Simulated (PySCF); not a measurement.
Working out the ionisation energy of Br⁺

Br⁺ [Ar] 3d10 4s2 4p4 (3P) → Br²⁺ [Ar] 3d10 4s2 4p3 (4S). Calculation: PySCF 2.14, in aug-cc-pwCVDZ-PP with ECP10MDF; scalar relativity through the core potential. Frozen: nothing. Energies in hartree (1 hartree = 27.21139 eV):

| part | Br⁺ (lower) | Br²⁺ (upper) |
| --- | --- | --- |
| UHF | -415.080580 | -414.339600 |
| CCSD correlation | -0.483633 | -0.463141 |
| (T) | -0.006981 | -0.006253 |

What does Hartree-Fock give?

(-414.339600) − (-415.080580) = 0.740980 hartree = 20.163 eV.

What do CCSD and CCSD(T) give?

The CCSD correlation energies differ by 0.020492 hartree = 0.558 eV and the triples by 0.000728 hartree = 0.020 eV, so CCSD gives 20.721 eV and CCSD(T) 20.741 eV.

Measured between the centres of the two terms (NIST): 21.409 eV, so CCSD(T) (valence and next inner shell) is off by -0.668 eV.

A double-zeta basis recovers only part of the correlation energy.

What remains against the reference includes basis incompleteness and higher excitations.
